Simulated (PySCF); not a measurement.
PySCF input for CH10O2Si3, SMILES C[Si@@H](O)[Si@H](O)[SiH3], TDA-PBE/def2-SVPD. The structure is a stationary point at ωB97X-D3(BJ)/def2-SVP. The structure was generated by enumeration; whether it is a known compound was not checked. The values are those of a single conformer.

```python
import numpy as np
from pyscf import gto, scf, dft, tdscf

mol = gto.M(
    atom='''
    C     2.24997618   -0.24298463    0.86300896
    Si    1.32769889    0.48986366   -0.59865921
    O     1.38473169   -0.48185584   -1.96752544
    Si   -0.91374586    0.71365498    0.03529650
    O    -1.09199670    1.47678865    1.52830557
    Si   -1.69484359   -1.46713624    0.29505182
    H     3.32534885   -0.35806038    0.65381922
    H     2.13222318    0.41461696    1.74074965
    H     1.84247107   -1.23084324    1.13416105
    H     1.96357485    1.77774812   -0.99843598
    H     0.84648696   -1.27991689   -1.95527121
    H    -1.72060997    1.39168128   -1.03056972
    H    -0.80369913    2.39471221    1.56924369
    H    -0.97294737   -2.13678524    1.41803656
    H    -3.16487698   -1.57178705    0.52245420
    H    -1.35724035   -2.21227377   -0.96212996
    ''',
    basis='def2-SVPD',
    charge=0,
    spin=0,
    max_memory=1600,
    verbose=4,
)
mf = dft.RKS(mol, xc='pbe').density_fit(auxbasis='def2-universal-jkfit')
mf.grids.level = 3
mf.conv_tol = 1e-9
mf.max_cycle = 100
mf.kernel()
mf.grids = dft.Grids(mol).set(level=1).build(with_non0tab=True)  # coarser grid for the response kernel
td = tdscf.TDA(mf)
td.singlet = True
td.nstates = 6
td.conv_tol = 1e-4
td.positive_eig_threshold = 1e-6
td.kernel(x0=td.get_init_guess(mf, 11))
td.analyze()
tt = tdscf.TDA(mf)
tt.singlet = False
tt.nstates = 2
tt.conv_tol = 1e-4
tt.positive_eig_threshold = 1e-6
tt.kernel(x0=tt.get_init_guess(mf, 7))
tt.analyze(verbose=3)
```

Output:

```
PySCF version 2.14.0

[INPUT] verbose = 4
[INPUT] num. atoms = 16
[INPUT] num. electrons = 74
[INPUT] charge = 0
[INPUT] spin (= nelec alpha-beta = 2S) = 0
[INPUT] symmetry False subgroup None
[INPUT] Mole.unit = angstrom
[INPUT] Symbol           X                Y                Z      unit          X                Y                Z       unit  Magmom
[INPUT]  1 C      2.249976180000  -0.242984630000   0.863008960000 AA    4.251838766995  -0.459174403179   1.630850577446 Bohr   0.0
[INPUT]  2 Si     1.327698890000   0.489863660000  -0.598659210000 AA    2.508987277989   0.925708155777  -1.131301948848 Bohr   0.0
[INPUT]  3 O      1.384731690000  -0.481855840000  -1.967525440000 AA    2.616763650106  -0.910575569122  -3.718084224714 Bohr   0.0
[INPUT]  4 Si    -0.913745860000   0.713654980000   0.035296500000 AA   -1.726729422855   1.348612459632   0.066700718156 Bohr   0.0
[INPUT]  5 O     -1.091996700000   1.476788650000   1.528305570000 AA   -2.063574691929   2.790726092366   2.888078961947 Bohr   0.0
[INPUT]  6 Si    -1.694843590000  -1.467136240000   0.295051820000 AA   -3.202790209075  -2.772485681024   0.557567132354 Bohr   0.0
[INPUT]  7 H      3.325348850000  -0.358060380000   0.653819220000 AA    6.283998595137  -0.676636054258   1.235539260777 Bohr   0.0
[INPUT]  8 H      2.132223180000   0.414616960000   1.740749650000 AA    4.029317846649   0.783512501000   3.289540089932 Bohr   0.0
[INPUT]  9 H      1.842471070000  -1.230843240000   1.134161050000 AA    3.481765714734  -2.325956625872   2.143253765649 Bohr   0.0
[INPUT] 10 H      1.963574850000   1.777748120000  -0.998435980000 AA    3.710618691584   3.359457065260  -1.886770555112 Bohr   0.0
[INPUT] 11 H      0.846486960000  -1.279916890000  -1.955271210000 AA    1.599628522416  -2.418692384305  -3.694927086147 Bohr   0.0
[INPUT] 12 H     -1.720609970000   1.391681280000  -1.030569720000 AA   -3.251481610496   2.629896471884  -1.947494523070 Bohr   0.0
[INPUT] 13 H     -0.803699130000   2.394712210000   1.569243690000 AA   -1.518771242251   4.525350224052   2.965440796802 Bohr   0.0
[INPUT] 14 H     -0.972947370000  -2.136785240000   1.418036560000 AA   -1.838604062916  -4.037938890613   2.679700733020 Bohr   0.0
[INPUT] 15 H     -3.164876980000  -1.571787050000   0.522454200000 AA   -5.980750710141  -2.970247050638   0.987295350629 Bohr   0.0
[INPUT] 16 H     -1.357240350000  -2.212273770000  -0.962129960000 AA   -2.564812546709  -4.180591537859  -1.818162120639 Bohr   0.0

nuclear repulsion = 455.939357835826
number of shells = 96
number of NR pGTOs = 322
number of NR cGTOs = 218
basis = def2-SVPD
ecp = {}


******** <class 'pyscf.df.df_jk.DFRKS'> ********
method = DFRKS
initial guess = minao
damping factor = 0
level_shift factor = 0
DIIS = <class 'pyscf.scf.diis.CDIIS'>
diis_start_cycle = 1
diis_space = 8
diis_damp = 0
SCF conv_tol = 1e-09
SCF conv_tol_grad = None
SCF max_cycles = 100
direct_scf = False
XC library pyscf.dft.libxc version 7.1.2
    S. Lehtola, C. Steigemann, M. J. T. Oliveira, and M. A. L. Marques,  SoftwareX 7, 1–5 (2018)
XC functionals = pbe
    J. P. Perdew, K. Burke, and M. Ernzerhof,  Phys. Rev. Lett. 77, 3865 (1996)
    J. P. Perdew, K. Burke, and M. Ernzerhof,  Phys. Rev. Lett. 78, 1396 (1997)
    J. P. Perdew, K. Burke, and M. Ernzerhof,  Phys. Rev. Lett. 77, 3865 (1996)
    J. P. Perdew, K. Burke, and M. Ernzerhof,  Phys. Rev. Lett. 78, 1396 (1997)
radial grids:
    Treutler-Ahlrichs [JCP 102, 346 (1995); DOI:10.1063/1.469408] (M4) radial grids

becke partition: Becke, JCP 88, 2547 (1988); DOI:10.1063/1.454033
pruning grids: <function nwchem_prune>
grids dens level: 3
symmetrized grids: False
atomic radii adjust function: <function treutler_atomic_radii_adjust>
small_rho_cutoff = 0
Set gradient conv threshold to 3.16228e-05
Initial guess from minao.
tot grids = 197904
init E= -1062.09111042773
  HOMO = -0.279238062601907  LUMO = -0.103730315533738  gap/eV = 4.77581
cycle= 1 E= -1061.7981468116  delta_E= 0.293  |g|= 1.13  |ddm|= 4.85
  HOMO = -0.0880383797475366  LUMO = -0.0400781695782948  gap/eV = 1.30506
cycle= 2 E= -1060.4794912337  delta_E= 1.32  |g|=  2.7  |ddm|=  3.4
  HOMO = -0.214711025134088  LUMO = -0.0610263408858462  gap/eV = 4.18197
cycle= 3 E= -1062.03818490376  delta_E= -1.56  |g|= 0.249  |ddm|= 2.61
  HOMO = -0.226763831080999  LUMO = -0.0672877939064729  gap/eV = 4.33956
cycle= 4 E= -1062.04926836342  delta_E= -0.0111  |g|= 0.156  |ddm|= 0.469
  HOMO = -0.224391789361761  LUMO = -0.0663738236235178  gap/eV = 4.29989
cycle= 5 E= -1062.05531271881  delta_E= -0.00604  |g|= 0.0268  |ddm|= 0.189
  HOMO = -0.222753663252721  LUMO = -0.0648765415031907  gap/eV = 4.29606
cycle= 6 E= -1062.05554916338  delta_E= -0.000236  |g|= 0.0115  |ddm|= 0.0704
  HOMO = -0.222955468942653  LUMO = -0.0649881958079295  gap/eV = 4.29851
cycle= 7 E= -1062.05557905967  delta_E= -2.99e-05  |g|= 0.00451  |ddm|= 0.0171
  HOMO = -0.22308899121112  LUMO = -0.0651203726403971  gap/eV = 4.29855
cycle= 8 E= -1062.0555830691  delta_E= -4.01e-06  |g|= 0.000963  |ddm|= 0.00665
  HOMO = -0.223064938081519  LUMO = -0.0650910837601164  gap/eV = 4.29869
cycle= 9 E= -1062.05558338025  delta_E= -3.11e-07  |g|= 0.00019  |ddm|= 0.0022
  HOMO = -0.223078547004604  LUMO = -0.0651010684468529  gap/eV = 4.29879
cycle= 10 E= -1062.05558339182  delta_E= -1.16e-08  |g|= 4.8e-05  |ddm|= 0.000442
  HOMO = -0.223079212319937  LUMO = -0.0651015892233424  gap/eV = 4.29879
cycle= 11 E= -1062.05558339251  delta_E= -6.91e-10  |g|= 1.83e-05  |ddm|= 0.00013
  HOMO = -0.22307803806995  LUMO = -0.0651009161564877  gap/eV = 4.29878
Extra cycle  E= -1062.05558339245  delta_E= 5.48e-11  |g|= 2.28e-05  |ddm|= 8.19e-05
converged SCF energy = -1062.05558339245
tot grids = 59496
Overwritten attributes  positive_eig_threshold  of <class 'pyscf.tdscf.rks.TDA'>


******** <class 'pyscf.tdscf.rks.TDA'> for <class 'pyscf.df.df_jk.DFRKS'> ********
nstates = 6 singlet
deg_eia_thresh = 1.000e-03
wfnsym = None
conv_tol = 0.0001
eigh lindep = 1e-12
eigh level_shift = 0
eigh max_cycle = 100


Excitation energies (eV)
[4.54499309 5.3014001  5.43256198 5.68121352 5.80663678 5.87133658]

** Singlet excitation energies and oscillator strengths **
Excited State   1:      4.54499 eV    272.79 nm  f=0.0162
      37 -> 38        0.69619
Excited State   2:      5.30140 eV    233.87 nm  f=0.0162
      36 -> 38        0.16094
      37 -> 39        0.65098
      37 -> 40       -0.20227
Excited State   3:      5.43256 eV    228.22 nm  f=0.0115
      35 -> 38       -0.11354
      36 -> 38        0.66157
      37 -> 39       -0.10429
      37 -> 40        0.16839
Excited State   4:      5.68121 eV    218.24 nm  f=0.0008
      35 -> 38        0.69263
Excited State   5:      5.80664 eV    213.52 nm  f=0.0333
      36 -> 38        0.10358
      37 -> 39       -0.16033
      37 -> 40       -0.47866
      37 -> 41       -0.45237
Excited State   6:      5.87134 eV    211.17 nm  f=0.0415
      37 -> 39       -0.13440
      37 -> 40       -0.41522
      37 -> 41        0.51766

** Transition electric dipole moments (AU) **
state          X           Y           Z        Dip. S.      Osc.
  1         0.1667      0.3366      0.0658      0.1454      0.0162
  2        -0.1393     -0.3006      0.1223      0.1247      0.0162
  3         0.2339      0.1465     -0.1014      0.0865      0.0115
  4        -0.0165      0.0667     -0.0269      0.0054      0.0008
  5         0.4386      0.1511     -0.1367      0.2339      0.0333
  6         0.2346      0.4052     -0.2634      0.2885      0.0415

** Transition velocity dipole moments (imaginary part, AU) **
state          X           Y           Z        Dip. S.      Osc.
  1        -0.0188      0.0053     -0.0027      0.0004      0.0015
  2        -0.0028     -0.0267      0.0163      0.0010      0.0034
  3         0.0181      0.0123      0.0059      0.0005      0.0017
  4         0.0015      0.0186      0.0035      0.0004      0.0011
  5         0.0470     -0.0071     -0.0013      0.0023      0.0071
  6         0.0403      0.0374     -0.0072      0.0031      0.0095

** Transition magnetic dipole moments (imaginary part, AU) **
state          X           Y           Z
  1        -0.2126      0.2427     -0.0735
  2        -0.0496      0.3434     -0.4480
  3        -0.2084     -0.0535      0.2838
  4        -0.7487     -0.4393      0.1606
  5        -0.2615      0.1767      0.2609
  6         0.1536     -0.0130      0.0905


******** <class 'pyscf.tdscf.rks.TDA'> for <class 'pyscf.df.df_jk.DFRKS'> ********
nstates = 2 triplet
deg_eia_thresh = 1.000e-03
wfnsym = None
conv_tol = 0.0001
eigh lindep = 1e-12
eigh level_shift = 0
eigh max_cycle = 100


Excitation energies (eV)
[4.03342334 4.9105562 ]

** Triplet excitation energies and oscillator strengths **
Excited State   1:      4.03342 eV    307.39 nm  f=0.0000
Excited State   2:      4.91056 eV    252.49 nm  f=0.0000
```

The run converged.

Cost: very roughly 3.0 core-minutes.
